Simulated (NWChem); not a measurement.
System: MoNH₃S₂O; SMILES [NH2][Mo](=[O])(=[S])[SH]

```xyz
8

Mo     0.2519    -0.1170     0.0774
O      1.0709    -0.2020     1.5280
S     -1.3565    -1.4846    -0.0609
N      1.5055    -0.4253    -1.3315
H      2.5135    -0.3848    -1.1963
H      1.2674    -0.7849    -2.2531
S     -0.7553     1.9860    -0.1296
H      0.3250     2.6547     0.3436
```
Atoms are numbered in this order, from 1.

Program: NWChem. The geometry was optimised at PBE0/def2-SVP. No frequency run checked for a minimum. def2 effective core potentials on Mo; no spin-orbit coupling. Level MN15/def2-SVP: energy and gradient on several grids; changes count from the extra-fine grid, which is no exact limit either.

```tsv
grid	size of the energy change (μHa)	largest change of a gradient component (μHa/bohr)	time, medium = 1 (rough)
xcoarse	30000	9000	about 1
coarse	500	700	about 1
medium	< 10	50	about 1
fine	< 10	< 30	about 1
xfine	< 10	< 30	2
```
